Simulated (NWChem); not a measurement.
System: H4PO4 cation; SMILES OP(O)(=O)[OH2+]

The following NWChem deck was run.

```
start job
memory heap 200 mb stack 900 mb global 1100 mb
charge 1
geometry units angstroms noautosym nocenter noautoz
  O      1.428538     0.795241    -0.068715
  P      0.066194     0.291218    -0.011264
  O     -0.866495     0.376995     1.239127
  O     -0.968850     0.333225    -1.175892
  O      0.326219    -1.545464    -0.007629
  H     -0.474482     0.749917     2.047435
  H     -0.619045     0.500742    -2.068029
  H      1.231283    -1.869712     0.161934
  H     -0.358674    -2.197710     0.234062
end
basis spherical
  O library def2-svp
  P library def2-svp
  H library def2-svp
end
dft
  xc m06-2x
  iterations 150
end
cosmo
  do_cosmo_smd true
  solvent meg
end
task dft energy
```

Geometry: optimised at PBE0/def2-SVP. Solvent: ethylene glycol.

Level: M06-2X/def2-SVP with SMD (1 M gas to 1 M solution), gas-phase geometry. Reactions with the solvent are ignored.

Q: Give the results of this calculation. (M06-2X/def2-SVP, SMD on the gas-phase geometry.) Quantities: solvation free energy (kcal/mol); cavity-dispersion-structure term (kcal/mol).

A: 
```json
{
 "solvation free energy (kcal/mol)": "-81.2",
 "cavity-dispersion-structure term (kcal/mol)": "5.7"
}
```
